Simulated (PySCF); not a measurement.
# Polarisability and C₆ of Gd+ (gadolinium, charge +1)

[Xe] 4f7 5d1 6s1, high-spin 10D determinant. Calculation: PySCF 2.14, in ANO-RCC-VTZP; scalar relativity by spin-free X2C-1e. Coupled (time-dependent) response in atomic units; α is the mean over directions. The basis has no added diffuse functions, which lowers α and C₆.

| method | mean α (bohr³) | α xx, yy, zz | C₆ (like pair) | S(−4) |
| --- | --- | --- | --- | --- |
| UHF | 96.13 | 101.9, 101.9, 84.54 | 950.6 | 6534 |

S(−4) is the Cauchy moment in α(ω) = α(0) + S(−4) ω² + …

Spin-orbit coupling is absent.

α(iu) at UHF:

| u (hartree) | α(iu) (bohr³) |
| --- | --- |
| 0 | 96.13 |
| 0.0500 | 82.35 |
| 0.100 | 58.56 |
| 0.200 | 29.85 |
| 0.300 | 18.70 |
| 0.500 | 10.82 |
| 0.750 | 7.280 |
| 1.00 | 5.451 |
| 1.50 | 3.467 |
| 2.00 | 2.426 |
| 3.00 | 1.408 |
| 5.00 | 0.6732 |

A single London oscillator, α(iu) = α/(1 + u²/ω²), gives C₆ = (3/4) ω α². Matching the computed C₆ needs ω = 4 × 950.6 / (3 × 96.13²) = 0.137 hartree.

For an ion, C₆ is the dispersion term alone; charge-induced terms of lower order in 1/R come first.

The components differ because the open shell of this determinant is not spherical; for a pure term their mean is the scalar polarisability.

Spin-orbit coupling, absent here, splits the open shell strongly.
